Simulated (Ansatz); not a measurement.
Geometry optimisation, RKS revPBE-D4/6-31G* (Ansatz).

The input (input.yaml):

```yaml
crystal:
  periodic: [false, false, false]
  atoms:
    - { symbol: C, position_ang: [-1.5674, 0.953, 0.7308] }
    - { symbol: C, position_ang: [-0.4197, 0.4322, 0.6094] }
    - { symbol: F, position_ang: [0.4167, 0.5164, 1.6395] }
    - { symbol: "N", position_ang: [0.0361, -0.2365, -0.5938] }
    - { symbol: Al, position_ang: [1.6807, -1.0818, -0.8146] }
    - { symbol: H, position_ang: [-2.3283, 0.9673, -0.0963] }
    - { symbol: H, position_ang: [-1.8684, 1.5145, 1.6333] }
    - { symbol: H, position_ang: [-0.6591, -0.2964, -1.4044] }
    - { symbol: H, position_ang: [2.0485, -1.8051, -2.1176] }
    - { symbol: H, position_ang: [2.744, -1.0147, 0.4168] }
basis:
  gaussian: { orbitals: "6-31G*" }
hamiltonian:
  xc: revpbe
  dispersion: d4
relax:
  f_tol: 0.02
  max_steps: 50
```

Command:

```bash
$ ansatz run input.yaml --threads 2 --pin off --max-ram 3072MiB --backend cpu --events-out ev --progress --plain --runs-dir out
```

Q: Where does it end, and by what steps?

A: It converged. After 5 steps the energy has fallen by 0.606 eV; H9 moved furthest, 0.18 Å.

```csv
step,energy less start (eV),largest force component (eV/Å),accepted
0,0.0000,6.377,yes
1,-0.5358,1.547,yes
2,-0.5881,0.410,yes
3,-0.6047,0.078,yes
4,-0.6055,0.055,yes
5,-0.6056,0.019,yes
```

```xyz
10
Properties=species:S:1:pos:R:3
C -1.640 1.003 0.691
C -0.433 0.418 0.548
F 0.468 0.461 1.572
N 0.090 -0.269 -0.537
Al 1.730 -1.060 -0.726
H -2.372 0.978 -0.118
H -1.896 1.510 1.621
H -0.571 -0.312 -1.315
H 1.887 -1.739 -2.167
H 2.820 -1.040 0.434
```

Time of the run: 7 s on 2 threads of Intel(R) Xeon(R) 6975P-C (Granite Rapids), with other jobs on the host, peak memory 0.17 GiB.
